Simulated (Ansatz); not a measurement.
PtO (charge +1): shapes and states compared

Program: Ansatz, Gaussian basis, development build. Basis cc-pwCVTZ-PP on Pt, cc-pVTZ on O, scalar-relativistic core potentials (60 electrons on Pt), no spin–orbit coupling, 1 orbital frozen in the corrections; active space CAS(15,10), shells under the valence barred from it. Restricted Hartree–Fock, then the lowest state-specific CASSCF solution met for each case. Coupled cluster stands on the determinant that it favours, not always the lowest RHF. Single-reference values can break down or jump between states where bonds are stretched. Unlike active orbitals can shift such differences by tenths of an eV, at times by over 1 eV.

Case A, doublet: bond length 1.7270 Å.

Case B, quartet: the shape of A.

Energy less that of case A, in eV:

```tsv
case	RHF/ROHF	CASSCF	CCSD(T)
B	-0.859	-0.471	-0.839
```

What does SC-NEVPT2 give for these differences?

B: -0.659 eV (-15.2 kcal/mol).

Which case is lowest, and do the methods agree?

B is lowest in SC-NEVPT2. Of the methods shown, RHF/ROHF, CASSCF, CCSD(T) agree.
